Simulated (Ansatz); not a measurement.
C$_{2}$H$_{9}$AlFN, SMILES `[CH3][Al-]([CH3])([NH3+])[F]`, relaxed with RKS PBE-D4/def2-SVP in the Gaussian-basis code of Ansatz from a rough embedded geometry. The force threshold is 0.03 eV/Å; the program also tests the step.

The species carries charge 0 and has multiplicity 1.

Start:

```xyz
14

C     1.412   -0.343    1.075
Al    0.273    0.041   -0.432
C    -1.109   -1.349   -0.537
N    -0.579    1.718   -0.237
F     1.240    0.073   -1.968
H     0.884   -0.388    2.036
H     1.928   -1.365    0.932
H     2.248    0.397    1.135
H    -1.827   -1.175   -1.393
H    -0.677   -2.367   -0.694
H    -1.735   -1.381    0.404
H    -1.123    1.715    0.702
H    -1.129    1.956   -0.948
H     0.195    2.469   -0.077
```

Question: By how much does the energy fall, and how many steps does the optimiser take? (An estimate is asked.)

Answer: Ansatz gave: 97.56 kJ/mol, in 5 steps.

Question: Which bonds change most? (Best estimate.)

Answer: The calculation gave: Al2–N4 from 1.892 to 2.087 Å; Al2–F5 from 1.815 to 1.712 Å; N4–H13 from 0.930 to 1.030 Å; N4–H14 from 1.090 to 1.030 Å.

Question: Give the relaxed structure. (Best estimate.)

Answer: Computed: 
```xyz
14

C     1.554   -0.316    1.131
Al    0.356   -0.210   -0.436
C    -1.227   -1.380   -0.615
N    -0.530    1.661   -0.169
F     1.121    0.206   -1.910
H     1.007   -0.306    2.100
H     2.142   -1.260    1.120
H     2.297    0.511    1.161
H    -1.890   -1.082   -1.456
H    -0.924   -2.430   -0.818
H    -1.852   -1.413    0.305
H    -1.122    1.733    0.670
H    -1.118    1.893   -0.982
H     0.189    2.396   -0.100
```
